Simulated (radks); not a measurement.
Question: These are the eigenvalues of the occupied orbitals of an atom or ion with whole-number occupations (hartree). Method: Dirac Kohn-Sham, LDA (Slater exchange, Perdew-Wang correlation), spin-unpolarised, spherical densities, point nucleus; computed with a radial shooting solver on a logarithmic mesh with Libxc functionals.

| orbital | eigenvalue |
|---|---|
| 1s1/2 | -1534.296 |
| 2s1/2 | -247.1554 |
| 2p1/2 | -233.7092 |
| 2p3/2 | -216.0089 |
| 3s1/2 | -53.66603 |
| 3p1/2 | -47.93659 |
| 3p3/2 | -44.43148 |
| 3d3/2 | -34.39929 |
| 3d5/2 | -33.64297 |
| 4s1/2 | -11.02420 |
| 4p1/2 | -8.88087 |
| 4p3/2 | -8.12151 |
| 4d3/2 | -4.59743 |
| 4d5/2 | -4.46434 |
| 5s1/2 | -1.90814 |
| 5p1/2 | -1.33370 |
| 5p3/2 | -1.22827 |
| 4f5/2 | -0.52583 |
| 4f7/2 | -0.51297 |

Which element is it, and in what charge state? The configuration may be excited. Open shells, if any, are shared by 2j + 1.

Answer: Z = 59, praseodymium, charge +2: Pr2+ in [Xe] 4f3. The list shows which subshells hold electrons but not how many an open one holds; the 1s level, -1534.3 hartree, gives Z - s = 55.4 by -(Z - s)^2/2, which with screening and relativity narrows Z to a few neighbours, and the depths of the outer levels then fix element, charge and occupations together.
